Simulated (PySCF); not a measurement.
Shapes and spin states of Si4

Level of theory: PBE0 in PySCF with Si def2-TZVP; no relativity; density-fitted integrals.

Relaxations began from a few typed shapes and spin states; open shells are unrestricted. The search is not exhaustive: other isomers or separated fragments can lie lower, and high-lying points may rest on an excited occupation.

Question: Order these stationary points by electronic energy, lowest first, in kJ/mol from the lowest minimum.
A. triplet D2d: Si–Si 2.269 Å (×4), Si–Si 2.988 Å (×2); Si–Si–Si 48.8° (×8), Si–Si–Si 82.3° (×4)
B. singlet D2h: Si–Si 2.239 Å (×2), Si–Si 2.412 Å (×2); Si–Si–Si 90.0° (×4)
C. singlet (closed shell, unstable to spin polarisation) Td: Si–Si 2.465 Å (×6); Si–Si–Si 60.0° (×12)
D. singlet D2h: Si–Si 2.307 Å (×4), Si–Si 2.391 Å; Si–Si–Si 58.8° (×4), Si–Si–Si 62.4° (×2), Si–Si–Si 117.6° (×2)
E. triplet D4h: Si–Si 2.305 Å (×4); Si–Si–Si 90.0° (×4)
F. triplet C2v: Si–Si 2.354 Å (×4), Si–Si 2.459 Å, Si–Si 3.083 Å; Si–Si–Si 49.1° (×4), Si–Si–Si 58.5° (×4), Si–Si–Si 63.0° (×2), Si–Si–Si 81.8° (×2)
G. triplet D2h: Si–Si 2.269 Å (×4), Si–Si 2.508 Å; Si–Si–Si 56.5° (×4), Si–Si–Si 67.1° (×2), Si–Si–Si 112.9° (×2)

Answer: D (0.0), G (67.2), A (72.0), F (142.7), E (154.2), B (201.9), C (224.1).

Question: Which of them are minima?

Answer: By energy in kJ/mol, 0.0: minimum; 67.2: minimum; 72.0: minimum; 142.7: saddle point, 1 imaginary mode; 154.2: saddle point, 1 imaginary mode; 201.9: saddle point, 2 imaginary modes; 224.1: minimum of the closed-shell surface only.
